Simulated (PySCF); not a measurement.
C5H8O, SMILES O=C1CCCC1, singlet, B3LYP/def2-SVP optimised geometry.

```
14

O      0.00    -2.22     2.15
C      0.00    -1.27     1.42
C      1.15    -0.85     0.49
C      0.77     0.56     0.00
C     -0.77     0.56     0.00
C     -1.15    -0.26     1.24
H      2.12    -0.94     1.00
H      1.16    -1.57    -0.35
H      1.20     0.81    -0.98
H      1.14     1.31     0.71
H     -1.14     0.05    -0.91
H     -1.20     1.57     0.00
H     -1.16     0.37     2.15
H     -2.12    -0.78     1.21
```

Density from PySCF with B3LYP/def2-TZVP at that geometry.

Minimum of the electron density along straight lines between bonded atoms, close to the bond critical point (lines longer than 1.1 times the sum of covalent radii, or with two minima, are not listed):

```tsv
bond	length / Å	ρ at the minimum / e bohr⁻³	∇²ρ there / e bohr⁻⁵	position (fraction from the first atom)
O1–C2	1.205	0.427	-0.14	0.66
C2–C3	1.534	0.251	-0.63	0.51
C3–C4	1.535	0.244	-0.60	0.50
C4–C5	1.545	0.239	-0.57	0.50
C2–C6	1.534	0.252	-0.63	0.51
C5–C6	1.535	0.244	-0.60	0.50
C3–H7	1.100	0.274	-0.93	0.64
C3–H8	1.106	0.269	-0.89	0.64
C4–H9	1.100	0.276	-0.94	0.64
C4–H10	1.104	0.274	-0.92	0.64
C5–H11	1.104	0.274	-0.92	0.64
C5–H12	1.100	0.276	-0.94	0.64
C6–H13	1.106	0.269	-0.89	0.64
C6–H14	1.100	0.274	-0.93	0.64
```
